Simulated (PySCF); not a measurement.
Cr(O)3, SMILES [O]=[Cr](=[O])=[O] at its PBE0/def2-SVP optimised geometry (Å):

```
4

Cr    -0.4623    -0.2287     0.0000
O     -1.0888     1.1908     0.0000
O      1.0894    -0.2287     0.0000
O     -1.0894    -1.1908     1.0436
```

Computed with PBE0/def2-TZVP (PySCF 2.14.0). Cells within 0.4 Å of a nucleus heavier than hydrogen are left out (blank, or x).

Map of the deformation density (molecule minus spherical neutral atoms) (e/bohr³) on the plane z = 0.0 Å:

```
|444444444444444444444444444|
|444444444444444444444444444|
|444444444444444444444444444|
|444444444444444444444444444|
|444444444444444444444444444|
|444444444444444444444444444|
|444444455555444444444444444|
|444444556875544444444444444|
|44444456xxx6544444444444444|
|44444556xxx7544444444444444|
|444445568x98544455544444444|
|444444557886444555554444444|
|444444455642335777654444444|
|44444444442xx369xxx65444444|
|4444444445xxx079xxx65444444|
|44444444443xx3689x855444444|
|444444444545645676554444444|
|444444445554444555554444444|
|444444445554444445544444444|
|444444444444444444444444444|
|444444444444444444444444444|
|444444444444444444444444444|
|444444444444444444444444444|
|444444444444444444444444444|
|444444444444444444444444444|
|444444444444444444444444444|
|444444444444444444444444444|
```
Scale: ten equal steps from -0.074 (start of '0') to 0.075 (end of '9'), in the order '0123456789'; x runs from -3.50 to 3.50, y from -3.50 (bottom) to 3.50 (top).
